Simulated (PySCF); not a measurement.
MoO$_{4}$ (SMILES [O]=[Mo-2](=[O])(=[O])=[O]), charge -2, singlet, at a GFN2-xTB geometry (such geometries of metal compounds can be far from the true shape) (core potentials on Mo) (in this run its highest filled SCF level lies above zero, so its values depend strongly on the basis, on diffuse functions most of all); PBE/def2-SVP (PySCF).

Here is a job for PySCF.
```python
from pyscf import gto, scf, dft

mol = gto.M(
    atom='''
Mo    0.00000000   -0.00000000    0.00000000
O     1.39196717   -0.30250817   -0.96057373
O     0.47788879    0.29669542    1.62338530
O    -0.83104508    1.37333660   -0.61245111
O    -1.03881088   -1.36752385   -0.05036046
''',
    basis='def2-svp',
    ecp={'Mo': 'def2-svp'},
    charge=-2,
    verbose=4,
)

mf = dft.RKS(mol)
mf.xc = 'pbe'
mf.kernel()
mf.analyze()
```

Output, abridged:

```
PySCF version 2.14.0

[INPUT] verbose = 4
[INPUT] num. atoms = 5
[INPUT] num. electrons = 48
[INPUT] charge = -2
[INPUT] spin (= nelec alpha-beta = 2S) = 0
[INPUT] symmetry False subgroup None
[INPUT] Mole.unit = angstrom
[INPUT] Symbol           X                Y                Z      unit          X                Y                Z       unit  Magmom
[INPUT]  1 Mo     0.000000000000   0.000000000000   0.000000000000 AA    0.000000000000   0.000000000000   0.000000000000 Bohr   0.0
[INPUT]  2 O      1.391967170000  -0.302508170000  -0.960573730000 AA    2.630436725686  -0.571657591743  -1.815221272152 Bohr   0.0
[INPUT]  3 O      0.477888790000   0.296695420000   1.623385300000 AA    0.903078931100   0.560673086213   3.067753611645 Bohr   0.0
[INPUT]  4 O     -0.831045080000   1.373336600000  -0.612451110000 AA   -1.570447598367   2.595230050841  -1.157364862586 Bohr   0.0
[INPUT]  5 O     -1.038810880000  -1.367523850000  -0.050360460000 AA   -1.963068058418  -2.584245545311  -0.095167476907 Bohr   0.0

nuclear repulsion = 210.414390792091
number of shells = 35
number of NR pGTOs = 153
number of NR cGTOs = 87
basis = def2-svp
ecp = {'Mo': 'def2-svp'}

******** <class 'pyscf.dft.rks.RKS'> ********
method = RKS
initial guess = minao
damping factor = 0
level_shift factor = 0
DIIS = <class 'pyscf.scf.diis.CDIIS'>
diis_start_cycle = 1
diis_space = 8
diis_damp = 0
SCF conv_tol = 1e-09
SCF conv_tol_grad = None
SCF max_cycles = 50
direct_scf = True
direct_scf_tol = 1e-13
XC library pyscf.dft.libxc version 7.1.2
    S. Lehtola, C. Steigemann, M. J. T. Oliveira, and M. A. L. Marques,  SoftwareX 7, 1–5 (2018)
XC functionals = pbe
    J. P. Perdew, K. Burke, and M. Ernzerhof,  Phys. Rev. Lett. 77, 3865 (1996)
    J. P. Perdew, K. Burke, and M. Ernzerhof,  Phys. Rev. Lett. 78, 1396 (1997)
    J. P. Perdew, K. Burke, and M. Ernzerhof,  Phys. Rev. Lett. 77, 3865 (1996)
    J. P. Perdew, K. Burke, and M. Ernzerhof,  Phys. Rev. Lett. 78, 1396 (1997)
radial grids:
    Treutler-Ahlrichs [JCP 102, 346 (1995); DOI:10.1063/1.469408] (M4) radial grids

becke partition: Becke, JCP 88, 2547 (1988); DOI:10.1063/1.454033
pruning grids: <function nwchem_prune>
grids dens level: 3
symmetrized grids: False
atomic radii adjust function: <function treutler_atomic_radii_adjust>
small_rho_cutoff = 0
Set gradient conv threshold to 3.16228e-05
Initial guess from minao.
tot grids = 78768
init E= -361.333568365347
  HOMO = -0.611944227807483  LUMO = -0.343961176245865  gap/eV = 7.29219
cycle= 1 E= -367.924135156127  delta_E= -6.59  |g|= 2.04  |ddm|= 3.45

WARN: HOMO 0.399345713108494 == LUMO 0.399346233724935

cycle= 2 E= -358.164724984034  delta_E= 9.76  |g|=  5.7  |ddm|= 14.8
  HOMO = 0.0920954545985948  LUMO = 0.287627181538312  gap/eV = 5.32069
cycle= 3 E= -368.481870604112  delta_E= -10.3  |g|= 1.02  |ddm|= 14.6
  HOMO = 0.0812342249672059  LUMO = 0.261829789577734  gap/eV = 4.91426
cycle= 4 E= -368.604729138521  delta_E= -0.123  |g|= 0.651  |ddm|= 1.19
  HOMO = 0.19773478756388  LUMO = 0.317766375758623  gap/eV = 3.26623
cycle= 5 E= -368.679156732863  delta_E= -0.0744  |g|= 0.391  |ddm|= 0.903
  HOMO = 0.194805584421113  LUMO = 0.320325444774426  gap/eV = 3.41557
cycle= 6 E= -368.708430921536  delta_E= -0.0293  |g|= 0.103  |ddm|= 0.366
  HOMO = 0.185470584469369  LUMO = 0.31841112696134  gap/eV = 3.61750
cycle= 7 E= -368.710593395089  delta_E= -0.00216  |g|= 0.0155  |ddm|= 0.0916
  HOMO = 0.18529547488587  LUMO = 0.318373586005603  gap/eV = 3.62124
cycle= 8 E= -368.710605818614  delta_E= -1.24e-05  |g|= 0.0132  |ddm|= 0.0166
  HOMO = 0.184929333875619  LUMO = 0.318348204382048  gap/eV = 3.63051
cycle= 9 E= -368.710639842872  delta_E= -3.4e-05  |g|= 0.00291  |ddm|= 0.00974
  HOMO = 0.184908454004399  LUMO = 0.318348239545724  gap/eV = 3.63108
cycle= 10 E= -368.710641444113  delta_E= -1.6e-06  |g|= 0.000649  |ddm|= 0.00182
  HOMO = 0.184867872006988  LUMO = 0.318331660539652  gap/eV = 3.63173
cycle= 11 E= -368.71064152402  delta_E= -7.99e-08  |g|= 7.73e-05  |ddm|= 0.000468
  HOMO = 0.184855733312961  LUMO = 0.318326548546004  gap/eV = 3.63193
cycle= 12 E= -368.71064152522  delta_E= -1.2e-09  |g|= 1.05e-05  |ddm|= 9.45e-05
  HOMO = 0.184855655606082  LUMO = 0.318326597111923  gap/eV = 3.63193
cycle= 13 E= -368.710641525182  delta_E= 3.88e-11  |g|= 1.73e-05  |ddm|= 2.05e-05
  HOMO = 0.184857226199465  LUMO = 0.318326554043693  gap/eV = 3.63189
Extra cycle  E= -368.710641524167  delta_E= 1.01e-09  |g|= 7.22e-05  |ddm|= 6.71e-05
converged SCF energy = -368.710641524167
**** SCF Summaries ****
Total Energy =                        -368.710641524167443
Nuclear Repulsion Energy =             210.414390792090842
One-electron Energy =                 -971.055360760566373
Two-electron Energy =                  391.930328444308088
Two-electron Coulomb Energy =          434.406775838147723
DFT Exchange-Correlation Energy =      -42.476447393839642
HOMO-LUMO gap [eV] =                     3.631885401799232
**** MO energy ****
MO #1   energy= -18.3048859735078  occ= 2
MO #2   energy= -18.3048761312003  occ= 2
MO #3   energy= -18.304873440887   occ= 2
MO #4   energy= -18.3048654180012  occ= 2
MO #5   energy= -2.06103221960298  occ= 2
MO #6   energy= -1.10995341634196  occ= 2
MO #7   energy= -1.10995306789687  occ= 2
MO #8   energy= -1.10995275244718  occ= 2
MO #9   energy= -0.373650565162375 occ= 2
MO #10  energy= -0.355413501775315 occ= 2
MO #11  energy= -0.355409980276264 occ= 2
MO #12  energy= -0.355406546768851 occ= 2
MO #13  energy= 0.0688106998182381 occ= 2
MO #14  energy= 0.0688121164694636 occ= 2
MO #15  energy= 0.0688130616110691 occ= 2
MO #16  energy= 0.0737380046813346 occ= 2
MO #17  energy= 0.0737382881766132 occ= 2
MO #18  energy= 0.137992772981359  occ= 2
MO #19  energy= 0.168826040423656  occ= 2
MO #20  energy= 0.168826555839417  occ= 2
MO #21  energy= 0.168826835143805  occ= 2
MO #22  energy= 0.184853360227861  occ= 2
MO #23  energy= 0.184855488265979  occ= 2
MO #24  energy= 0.184857226199465  occ= 2
MO #25  energy= 0.318326554043693  occ= 0
MO #26  energy= 0.35540244904159   occ= 0
MO #27  energy= 0.355403271744576  occ= 0
MO #28  energy= 0.355403966681642  occ= 0
MO #29  energy= 0.398657252199302  occ= 0
MO #30  energy= 0.398657439282293  occ= 0
MO #31  energy= 0.46350603936956   occ= 0
MO #32  energy= 0.463506787603573  occ= 0

WARN: System has nonzero charge -2; the dipole moment is origin-dependent.
Location of origin: [0. 0. 0.]

Dipole moment(X, Y, Z, Debye):  0.00036,  0.00013, -0.00014
```
